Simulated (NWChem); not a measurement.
System: InPH$_{4}$; SMILES [PH2][InH2]

Here is an NWChem input.

```
start job
memory heap 200 mb stack 900 mb global 1100 mb
geometry units angstroms
  In    -0.025114     0.700369    -0.012635
  H      1.503293     1.513555    -0.092953
  H     -1.525050     1.556622     0.129252
  P     -0.052868    -1.810282     0.071122
  H      0.921719    -1.958000    -0.963246
  H     -1.171797    -1.931627    -0.808877
end
basis spherical
  * library def2-svp
end
ecp
  In library def2-ecp
end
dft
  xc xpbe96 cpbe96
  iterations 150
end
driver
  maxiter 120
end
task dft optimize
dft
  grid fine
  convergence energy 1d-8 density 1d-7
end
task dft freq numerical
```

def2 effective core potentials on In; no spin-orbit coupling.

The level has its own optimisation; frequencies are unscaled.

Question: What results follow from this input? (PBE/def2-SVP with def2 effective core potentials on In.) Quantities: r H–In (Å); r In–P (Å); r H–P (Å); highest harmonic frequency (cm⁻¹); lowest (cm⁻¹); zero-point energy (kcal/mol).

Answer: 
```yaml
r H–In (Å): 1.749
r In–P (Å): 2.535
r H–P (Å): 1.441
highest harmonic frequency (cm⁻¹): 2334
lowest (cm⁻¹): 174
zero-point energy (kcal/mol): 17.2
```
